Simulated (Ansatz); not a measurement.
Mulliken charges of CH4FOSi, SMILES `C[SiH]([O])F` radical from B3LYP/def2-TZVPP in Ansatz (PBE0-D4/def2-TZVP geometry).

```json
{"atom": "C1", "x (Å)": "-0.374", "y (Å)": "0.891", "z (Å)": "-0.192", "charge (e)": "-0.397"}
{"atom": "Si2", "x (Å)": "0.316", "y (Å)": "-0.791", "z (Å)": "0.174", "charge (e)": "0.761"}
{"atom": "O3", "x (Å)": "1.952", "y (Å)": "-0.650", "z (Å)": "0.271", "charge (e)": "-0.318"}
{"atom": "F4", "x (Å)": "-0.159", "y (Å)": "-1.796", "z (Å)": "-0.969", "charge (e)": "-0.323"}
{"atom": "H5", "x (Å)": "0.051", "y (Å)": "1.284", "z (Å)": "-1.118", "charge (e)": "0.120"}
{"atom": "H6", "x (Å)": "-0.150", "y (Å)": "1.582", "z (Å)": "0.621", "charge (e)": "0.119"}
{"atom": "H7", "x (Å)": "-1.457", "y (Å)": "0.816", "z (Å)": "-0.313", "charge (e)": "0.120"}
{"atom": "H8", "x (Å)": "-0.087", "y (Å)": "-1.393", "z (Å)": "1.469", "charge (e)": "-0.080"}
```

By hand: the dipole of these point charges (1 e Å = 4.8032 D).

Σ q r = (-0.360, 0.383, 0.220) e Å, of length 0.570 e Å = 2.74 D.

How does the dipole of the full density compare? (Estimate.)

Ansatz gave: (-0.362, 0.331, 0.124) e Å, 2.43 D; the point charges give 1.13 times that, at 9° from its direction.

Point charges leave out the atoms' own dipoles, such as those of lone pairs, and Mulliken's split depends on the basis, so the close match here is no proof of good charges.

B3LYP here is the variant with VWN-RPA as its local correlation; programs differ in this.
